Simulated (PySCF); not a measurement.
Molecule: C$_{6}$H$_{12}$Cl (charge 0, doublet). It need not be the lowest isomer of its formula. SMILES: CC[CH]C[C@H](C)Cl
Coordinates optimised at B3LYP-D3(BJ)/def2-TZVP (Ansatz):
```xyz
19

C     -3.0254     0.1385    -0.4490
C     -2.0961    -0.7119     0.4236
C     -0.9092    -1.2245    -0.3108
C      0.4699    -1.2117     0.2427
C      1.3759    -0.1074    -0.3169
C      2.7963    -0.1764     0.2060
Cl     0.6678     1.5284     0.0878
H     -3.3787    -0.4306    -1.3119
H     -2.5012     1.0206    -0.8187
H     -3.9000     0.4686     0.1148
H     -2.6787    -1.5524     0.8339
H     -1.7658    -0.1287     1.2871
H     -1.0495    -1.5887    -1.3236
H      0.9810    -2.1567     0.0157
H      0.4488    -1.1144     1.3319
H      1.3618    -0.1358    -1.4053
H      3.4051     0.6290    -0.2026
H      2.8110    -0.1028     1.2942
H      3.2449    -1.1306    -0.0818
```
Charge 0, spin multiplicity 2.

Dispersion corrections to the total energy (kcal/mol) from the dftd3 and dftd4 libraries through PySCF: D3(BJ) without and D4 with the three-body term, each with the damping fitted for the functional named.

```csv
functional,D3(BJ),D4
B2GP-PLYP,-5.93,?
HF,?,-35.44
PBE0,-9.30,-8.57
B3LYP,-18.00,-15.93
BLYP,?,-22.02
PW6B95,-5.26,-8.35
HSE06,-7.06,-7.95
```

Q: Some entries are withheld; supply them.

A: 
- B2GP-PLYP, D4: -4.33
- HF, D3(BJ): -73.16
- BLYP, D3(BJ): -22.10
